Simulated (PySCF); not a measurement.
**r2SCAN on Sn²⁺ (tin, charge +2)**

Configuration: [Kr] 4d9 5s2 6s1, high-spin 3D determinant (an excited configuration). All numbers are calculated (PySCF 2.14, scalar relativity through the core potential, in aug-cc-pVQZ-PP with ECP28MDF (7s7p5d3f2g, 92 functions)).

```json
{
 "Total energy": "-212.1374 hartree",
 "One-electron energy": "-353.8018 hartree",
 "Hartree (Coulomb) energy": "158.6962 hartree",
 "Exchange-correlation energy": "-17.0318 hartree",
 "⟨S²⟩": "2.0008",
 "⟨L²⟩": "6.007",
 "Sum of ⟨r⟩": "25.40 bohr",
 "Sum of ⟨r²⟩": "52.12 bohr²",
 "Traceless quadrupole moment −½Σ⟨3z² − r²⟩ along its main axis": "0.201 e·bohr²"
}
```

```tsv
shell	electrons	mean orbital energy (eV)	spread (eV)	rms radius, mean of both spins (bohr)
4s α	1	-167.47	0	0.871
4s β	1	-165.85	0	0.871
4p α	3	-121.90	2.270	0.943
4p β	3	-120.32	0.634	0.943
4d α	5	-55.113	2.623	1.14
4d β	4	-53.856	1.848	1.14
5s α	1	-32.101	0	2.20
5s β	1	-31.956	0	2.20
6s α	1	-11.976	0	4.88
```

Energies and moments cover only the electrons outside the core potential. The outer electron is Rydberg-like, and this basis confines it to a smaller radius and binds it less than a complete one would.
